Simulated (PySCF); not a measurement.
# Ionisation energy of Al⁺ by level of theory

Al⁺ [Ne] 3s2 (1S) → Al²⁺ [Ne] 3s1 (2S), as a difference of total energies. Calculation: PySCF 2.14, in dyall-av3z; the spin-free X2C one-electron Hamiltonian (Gaussian nucleus). Correlated levels: valence: [Ne] frozen; virtual orbitals above 40 to 60 times the deepest correlated orbital energy dropped. The calculations carry no spin-orbit coupling.

Problem. Order these methods by the ionisation energy they give, lowest first.
A. LDA
B. r2SCAN
C. BHandHLYP
D. wB97M-V

Solution. B (18.413 eV), C (18.721 eV), D (18.899 eV), A (18.925 eV).

Errors of the correlated levels include the incompleteness of this basis and the frozen core.

MP2 underrates the near-degeneracy of ns² with np² in the lower species.

For comparison: 18.829 eV (measured; NIST Atomic Spectra Database, ionization energies).
